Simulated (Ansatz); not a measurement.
`[OH][Al]([OH])[CH]1B[SiH2]1` + `O[SiH3]` → `[OH][Al]([OH])[O][SiH3]` + `B1C[SiH2]1`  (ligand exchange at the Al–C bond)

Program: Ansatz. Geometries: PBE0-D4/def2-TZVP. ΔE: electronic, gas phase. CCSD(T)/CBS is the MP2 limit (def2-TZVPP, def2-QZVPP) plus CCSD(T) − MP2 in def2-TZVPP, frozen cores. This one scheme is used for every species. Functionals use def2-TZVPP. B3LYP here is the variant with VWN-RPA as its local correlation; programs differ in this. Each species was taken in one conformer, which may not be the lowest.

```
             level  ΔE (kJ/mol)  difference from CCSD(T)/CBS
          B3LYP-D4        -97.1                        -10.3
           ωB97X-V        -86.0                          0.8
            B2PLYP        -99.1                        -12.3
             B3LYP       -103.6                        -16.8
    MP2/def2-TZVPP        -87.5                         -0.7
CCSD(T)/def2-TZVPP        -89.8                         -3.0
    MP2/def2-QZVPP        -86.4                          0.4
SCS-MP2/def2-QZVPP        -94.9                         -8.1
     MP2/CBS(def2)        -84.6                          2.2
    CCSD/CBS(def2)        -92.7                         -5.9
       CCSD(T)/CBS        -86.8                            0
```

Largest T1 diagnostic among the species: 0.014.

The D4 term adds +6.5 kJ/mol with B3LYP and +3.5 kJ/mol with PBE0; it sums over pairs of atoms, weighted by their polarisabilities, and B3LYP, whose exchange is more repulsive, gets the larger term. In def2-TZVPP, CCSD(T) changes the Hartree–Fock value by +31.5 kJ/mol (the triples alone add +5.8 kJ/mol) and MP2 by +33.7 kJ/mol.
